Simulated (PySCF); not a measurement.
H₂AlO₂ (SMILES [OH][Al][OH]), doublet, at a GFN2-xTB geometry (such geometries of metal compounds can be far from the true shape) (the spin is typed, not shown lowest). Base run: CCSD/6-31G* in PySCF.

Input for PySCF:
```python
from pyscf import gto, scf, cc

mol = gto.M(
    atom='''
Al    0.003538   -0.259453   -0.046329
O     1.198065    0.358643   -1.018353
H     1.869873    0.760158   -1.556063
O    -1.202305   -0.047685    1.073878
H    -1.881945    0.125060    1.714130
''',
    basis='6-31g*',
    charge=0,
    spin=1,
    verbose=4,
)

mf = scf.UHF(mol)
mf.kernel()

mycc = cc.CCSD(mf)
mycc.kernel()
print('E(CCSD) = %.10f' % mycc.e_tot)
```

The base run was repeated with changes; each row names its change, and settings that it needs were set with it.

| change | ΔE vs base (kcal/mol) | MP2 correlation (Eh) | CC correlation without the perturbative part (Eh) | basis functions | core-seconds (rough) |
|---|---|---|---|---|---|
| base | 0.000 | -0.41189 | -0.42294 | 50 | 9 |
| cc.diis_space = 3 | 0.000 | -0.41189 | -0.42294 | 50 | 8 |
| cc.conv_tol = 1e-5 | 0.000 | -0.41189 | -0.42294 | 50 | 10 |
| cc.level_shift = 0.2 | 0.000 | -0.41189 | -0.42294 | 50 | 8 |
| cart = on | ? | ? | ? | ? | 10 |
| frozen = 8 | ? | ? | ? | 50 | 2 |
| density fitting = JK and correlation | -0.007 | -0.41198 | -0.42302 | 50 | 10 |
| method = ccsd(t) | ? | -0.41189 | -0.42294 | 50 | 20 |
| cc.conv_tol = 1e-9 | 0.000 | -0.41189 | -0.42294 | 50 | 10 |
| cc.direct = True | 0.000 | -0.41189 | -0.42294 | 50 | 10 |

**Question.** Complete the blanks.

**Answer.** 
- cart = on, ΔE vs base (kcal/mol): -7.24
- cart = on, MP2 correlation (Eh): -0.42057
- cart = on, CC correlation without the perturbative part (Eh): -0.43128
- cart = on, basis functions: 53
- frozen = 8, ΔE vs base (kcal/mol): 41.88
- frozen = 8, MP2 correlation (Eh): -0.34762
- frozen = 8, CC correlation without the perturbative part (Eh): -0.35619
- method = ccsd(t), ΔE vs base (kcal/mol): -4.56

Open shells are given as the SCF converged; they aren't shown to be the lowest states, and a large step between rows can be another state.
